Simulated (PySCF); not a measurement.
Consider `[CH2]=[V]([F])([F])[F]` (CH2F3V). Optimised structure (Å), atoms numbered from 1:
```
V     0.0805    0.0952   -0.7070
C    -0.0745   -0.0033    1.0648
H    -0.9456    0.4238    1.6001
H     0.6668   -0.5761    1.6574
F     1.7594    0.0471   -1.0595
F    -0.9035    1.3951   -1.2247
F    -0.5779   -1.3851   -1.3481
```

These are calculated values, B3LYP-D3(BJ)/ma-def2-SVP in PySCF (grid level 2) at geometries from BP86-D3(BJ)/def2-SVP. The prefix ma- adds one diffuse s and one diffuse p function on all atoms but H. Zero-point and thermal terms (298.15 K, 1 bar) come from unscaled GFN2-xTB harmonic frequencies, with soft modes damped to free rotors in the entropy. These were taken at the GFN2-xTB minima.

Q: What are the vertical and the adiabatic ionisation energy for forming the radical cation?

A: 10.30 eV vertical and 9.93 eV adiabatic, the latter with zero-point energy.

Q: Where does the unpaired spin of the relaxed radical cation sit?

A: C2 (carbon) 0.50, V1 (V) 0.43, F7 (fluorine) 0.09 (intrinsic atomic orbital populations).

Q: How far is −ε(HOMO) from the vertical value by ΔSCF?

A: −ε(HOMO) = 7.78 eV, which is 2.52 eV below the ΔSCF value.

Known limits: ma-def2-SVP is a small basis, whose errors can reach tens of kJ/mol; spin-orbit coupling is left out of the energies, which matters for open shells on the heavier atoms.
